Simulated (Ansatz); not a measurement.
Steps of a relaxation of BFGeH3N, SMILES `F[B]1[NH][GeH2]1` with RKS PBE-D4/def2-SVP.

```sh
$ ansatz run in.yaml --threads 2 --pin off --events-out ev --progress --plain --max-ram 4352MiB
```

```yaml
crystal:
  periodic: [false, false, false]
  atoms:
    - {symbol: F, position_ang: [-1.023000, -2.428500, 0.142300]}
    - {symbol: B, position_ang: [-0.529100, -1.057500, 0.276200]}
    - {symbol: N, position_ang: [0.440100, -0.097000, 0.898400]}
    - {symbol: Ge, position_ang: [-0.105400, 0.890000, -0.469000]}
    - {symbol: H, position_ang: [1.424000, -0.441500, 0.616700]}
    - {symbol: H, position_ang: [-1.036400, 2.060500, 0.090600]}
    - {symbol: H, position_ang: [0.891100, 1.005900, -1.600900]}
basis:
  gaussian: {orbitals: def2-SVP}
hamiltonian: {xc: pbe, dispersion: d4}
relax: {f_tol: 0.03, max_steps: 200}
```

Positions (Å) and forces (eV/Å) along the path, 11 of 11 steps:

```xyz
7
step=1 energy=-61424.6741 eV
F    -1.023   -2.429    0.142    1.936    3.614    0.989
B    -0.529   -1.058    0.276   -0.720    0.133   -1.142
N     0.440   -0.097    0.898    2.475   -5.312    1.318
Ge   -0.105    0.890   -0.469   -3.933    1.044   -2.000
H     1.424   -0.442    0.617   -0.955    0.304    1.661
H    -1.036    2.061    0.091    0.804   -0.199   -0.512
H     0.891    1.006   -1.601    0.393    0.415   -0.314
7
step=2 energy=-61426.0584 eV
F    -0.915   -2.386    0.212    0.801    2.398   -0.025
B    -0.537   -1.043    0.193    0.148   -0.816    0.741
N     0.444   -0.210    0.878    1.041   -2.730   -0.601
Ge   -0.260    0.825   -0.513   -1.183    1.055   -0.903
H     1.445   -0.557    0.772   -0.977    0.456    0.966
H    -0.913    2.160    0.016    0.205   -0.327   -0.104
H     0.797    1.142   -1.604   -0.035   -0.037   -0.074
7
step=3 energy=-61426.4904 eV
F    -0.864   -2.272    0.179   -0.422   -0.782   -0.209
B    -0.513   -1.009    0.177    0.441    0.457    0.596
N     0.477   -0.286    0.847    0.906   -0.556   -0.621
Ge   -0.316    0.832   -0.543   -0.120    0.500   -0.318
H     1.461   -0.633    0.953   -0.758    0.440    0.452
H    -0.894    2.159    0.023    0.083   -0.029    0.049
H     0.710    1.142   -1.681   -0.130   -0.030    0.052
7
step=4 energy=-61426.6201 eV
F    -0.831   -2.292    0.126   -0.318   -0.351   -0.084
B    -0.476   -1.019    0.156    0.352    0.189    0.490
N     0.513   -0.272    0.770   -0.859   -0.459   -0.697
Ge   -0.375    0.833   -0.580    0.214    0.452    0.001
H     1.391   -0.604    1.138    0.755    0.109    0.473
H    -0.769    2.180    0.095   -0.100   -0.053   -0.095
H     0.609    1.108   -1.753   -0.044    0.112   -0.087
7
step=5 energy=-61426.4569 eV rejected
F    -0.864   -2.300    0.102   -0.202    0.016    0.033
B    -0.456   -1.035    0.141   -0.180   -0.334   -0.073
N     0.539   -0.295    0.702    2.694   -1.069    1.855
Ge   -0.396    0.843   -0.609    0.286    0.230    0.216
H     1.436   -0.612    1.328   -2.473    1.180   -1.843
H    -0.734    2.191    0.111   -0.134   -0.141   -0.144
H     0.537    1.141   -1.821    0.010    0.119   -0.043
7
step=6 energy=-61426.7153 eV
F    -0.926   -2.279    0.145   -0.089   -0.111   -0.005
B    -0.448   -1.040    0.142   -0.226   -0.118    0.055
N     0.562   -0.326    0.726    0.043   -0.085   -0.284
Ge   -0.337    0.829   -0.585    0.019    0.131   -0.003
H     1.422   -0.565    1.216    0.221    0.152    0.241
H    -0.809    2.148    0.095   -0.002   -0.037   -0.015
H     0.597    1.165   -1.784    0.033    0.068    0.011
7
step=7 energy=-61426.7421 eV
F    -1.000   -2.279    0.170    0.130    0.218    0.041
B    -0.440   -1.066    0.127   -0.216   -0.206   -0.036
N     0.612   -0.369    0.655    0.654   -0.086    0.424
Ge   -0.329    0.820   -0.599    0.062   -0.045   -0.020
H     1.435   -0.505    1.281   -0.636    0.135   -0.472
H    -0.819    2.118    0.106    0.001   -0.038    0.028
H     0.602    1.212   -1.786    0.005    0.022    0.035
7
step=8 energy=-61426.7539 eV
F    -1.024   -2.263    0.232   -0.029   -0.044   -0.027
B    -0.445   -1.072    0.115    0.165    0.092    0.075
N     0.634   -0.383    0.610   -0.121   -0.068   -0.006
Ge   -0.317    0.809   -0.620    0.065    0.012    0.012
H     1.417   -0.491    1.261   -0.050    0.022   -0.037
H    -0.847    2.076    0.116    0.013   -0.006    0.008
H     0.644    1.256   -1.760   -0.043   -0.009   -0.026
7
step=9 energy=-61426.7556 eV
F    -1.017   -2.267    0.213    0.019    0.005   -0.004
B    -0.438   -1.073    0.114   -0.057    0.002   -0.008
N     0.627   -0.381    0.625    0.012    0.013   -0.014
Ge   -0.310    0.810   -0.618   -0.022   -0.005    0.014
H     1.404   -0.484    1.281    0.028    0.002    0.008
H    -0.823    2.078    0.128    0.006   -0.012   -0.015
H     0.618    1.249   -1.788    0.013   -0.006    0.020
7
step=10 energy=-61426.7555 eV rejected
F    -1.016   -2.267    0.210    0.001   -0.018    0.005
B    -0.442   -1.072    0.116   -0.007    0.031   -0.011
N     0.625   -0.379    0.625    0.009   -0.010    0.008
Ge   -0.313    0.811   -0.615   -0.033   -0.090    0.020
H     1.409   -0.482    1.273    0.002   -0.001   -0.002
H    -0.822    2.077    0.123   -0.028    0.067    0.039
H     0.620    1.243   -1.777    0.056    0.020   -0.060
7
step=11 energy=-61426.7559 eV
F    -1.015   -2.268    0.212    0.004    0.001   -0.001
B    -0.441   -1.072    0.116   -0.007    0.003   -0.001
N     0.626   -0.380    0.624    0.001   -0.002    0.000
Ge   -0.313    0.810   -0.617   -0.004   -0.004    0.007
H     1.407   -0.484    1.276    0.002    0.003   -0.009
H    -0.824    2.079    0.126   -0.001    0.003   -0.004
H     0.621    1.246   -1.783    0.005   -0.004    0.008
```

It took 18 s on 2 threads of an Arm Neoverse V1 on a shared host, with 0.14 GiB of host memory at the peak.
